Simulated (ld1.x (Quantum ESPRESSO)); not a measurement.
**Ranking TM potentials for cobalt (Co)**

All share these settings but for the change named:

cobalt, norm-conserving Troullier–Martins (Kleinman–Bylander form), made with ld1.x (Quantum ESPRESSO) 7.5 (LDA (PZ), scalar-relativistic). Core [Ne] 3s2, reference 3p6 3d7 4s1 4p0 (charge +1). Waves: 3p (bound): rc 0.80 bohr; 3d (bound): rc 0.95 bohr; 4s (bound): rc 1.70 bohr. Local part: the s channel. Core correction: none.

Cutoff: the first of the cutoffs (Ry, on a coarse ladder) from which the occupation-weighted sum of valence levels, in a spherical-Bessel basis at the reference potential, stays within 10 and 1 mRy of its value at 400 Ry; the density cutoff is not measured.

The base gives 230 Ry.

Of 8 variants that were run, those that failed, showed a ghost or another fault, or gave nearly equal values are left out.

A variant can come out equal or close to the base.

(1) Rank these variants from softest to hardest (loose cutoff).
A. all radii scaled by about 1.30 (s 2.22, p 1.04, d 1.24 bohr)
B. all radii scaled by about 1.12 (s 1.90, p 0.90, d 1.06 bohr)
C. all radii scaled by about 0.95 (s 1.62, p 0.76, d 0.90 bohr)
D. all radii scaled by about 1.37 (s 2.32, p 1.10, d 1.30 bohr)

Answers

(1) D (140 Ry), A (160 Ry), B (200 Ry), C (230 Ry).
